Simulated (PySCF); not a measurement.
**Hf(IV) with more and more NH2**

Computed with PySCF 2.14.0, PBE0, def2-SVP on the ligands, density fitting, scalar-relativistic core potentials, no spin-orbit coupling, vacuum. The metal has def2-SVP with ECP60. Each complex is relaxed within the symmetry of its template. Distances are means of the shortest metal–ligand contacts, charges and spins Mulliken's; removal energies are rigid, with the ligand's formal charge and no counterpoise, so too large; for an anion taken off a cation in vacuum most of it is the attraction of opposite charges, and multiply charged cations can part far more cheaply with an electron moved from ligand to metal.

```tsv
complex	point group	M–NH2 (Å)	charge on M (e)	HOMO–LUMO gap (eV)	removal of one NH2 (eV)	strongest infrared band, degenerate modes summed (cm⁻¹)	unstable modes (below −25 cm⁻¹)
[Hf(NH2)2]2+	C2v	1.913	1.61	5.37	27.47	3399	0
Hf(NH2)4	S4	2.050	0.94	6.88	11.67	615	0
```

Question: What does the calculation give for [Hf(NH2)3]+?

Answer: point group: nearly C3v, M–NH2 (Å): 1.983, charge on M (e): 1.19, HOMO–LUMO gap (eV): 5.58, removal of one NH2 (eV): 18.40, strongest infrared band, degenerate modes summed (cm⁻¹): 666, unstable modes (below −25 cm⁻¹): 0.
```xyz
10

Hf   -0.0800    0.0458    0.6396
N     1.8753    0.0145    0.3091
H     2.4512   -0.8257    0.2196
H     2.4698    0.8146    0.0828
N    -0.9531    1.6459   -0.1428
H    -0.4995    2.5385   -0.3513
H    -1.9042    1.6969   -0.5147
N    -0.9535   -1.6419    0.0728
H    -0.4885   -2.5419   -0.0644
H    -1.9175   -1.7466   -0.2507
```

The more ligands, the longer each bond and the weaker the last ligand is held.

Moved off a saddle point of the template and relaxed again: [Hf(NH2)2]2+, [Hf(NH2)3]+, Hf(NH2)4. One start shape was tried for each, so a minimum needn't be the lowest isomer.
